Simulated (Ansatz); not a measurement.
[closo-2-(NH2)B7H6]2- (B₇NH₈²⁻). Total charge -2; singlet. Geometry PBE0-D4/def2-SVPD; atoms count from 1.

```xyz
16

B     1.225   -0.283   -0.440
B     0.023   -0.816    0.563
B    -0.475   -0.137   -1.091
B    -0.724    1.558   -0.483
B    -1.180    0.320    0.531
B     0.523    0.960    0.698
B     0.776    1.182   -1.088
H     2.271   -0.886   -0.663
N     0.025   -2.095    1.362
H    -0.909   -2.457    1.526
H     0.577   -2.829    0.927
H    -1.004   -0.721   -2.037
H    -1.381    2.561   -0.733
H    -2.234    0.244    1.156
H     1.051    1.544    1.644
H     1.436    1.855   -1.871
```

A multiply charged anion in the gas phase is held together partly by the finite basis. The highest occupied level of the charge -2 singlet lies above zero (up to 2.63 eV). The electron is either unbound and held by the finite basis, or the level is raised by self-interaction error.

Estimate the Mulliken populations from the PBE0/def2-TZVPD orbitals of Ansatz.


```json
{"atom": "B1", "charge (e)": "0.28"}
{"atom": "B2", "charge (e)": "-0.14"}
{"atom": "B3", "charge (e)": "-0.89"}
{"atom": "B4", "charge (e)": "0.53"}
{"atom": "B5", "charge (e)": "0.28"}
{"atom": "B6", "charge (e)": "-1.06"}
{"atom": "B7", "charge (e)": "0.53"}
{"atom": "H8", "charge (e)": "-0.20"}
{"atom": "N9", "charge (e)": "-0.75"}
{"atom": "H10", "charge (e)": "0.14"}
{"atom": "H11", "charge (e)": "0.14"}
{"atom": "H12", "charge (e)": "-0.15"}
{"atom": "H13", "charge (e)": "-0.18"}
{"atom": "H14", "charge (e)": "-0.20"}
{"atom": "H15", "charge (e)": "-0.14"}
{"atom": "H16", "charge (e)": "-0.18"}
```
Mulliken values depend strongly on the basis. With diffuse functions, as here, like atoms can get unlike values, and bond orders can come out too low or too high.

And the Mayer bond orders between heavy atoms (over 0.3)?

B1–B2 0.71 (1.65 Å); B1–B3 0.77 (1.83 Å); B1–B5 0.54 (2.66 Å); B1–B6 0.96 (1.83 Å); B2–B3 0.98 (1.86 Å); B2–B4 0.45 (2.70 Å); B2–B5 0.71 (1.65 Å); B2–B6 0.81 (1.85 Å); B2–B7 0.45 (2.70 Å); B3–B4 0.63 (1.82 Å); B3–B5 0.77 (1.83 Å); B3–B6 1.32 (2.32 Å); B3–B7 0.63 (1.82 Å); B3–N9 0.38 (3.18 Å); B4–B6 0.68 (1.82 Å); B4–B7 0.68 (1.66 Å); B5–B6 0.96 (1.83 Å); B6–B7 0.68 (1.82 Å); B6–N9 0.36 (3.17 Å).
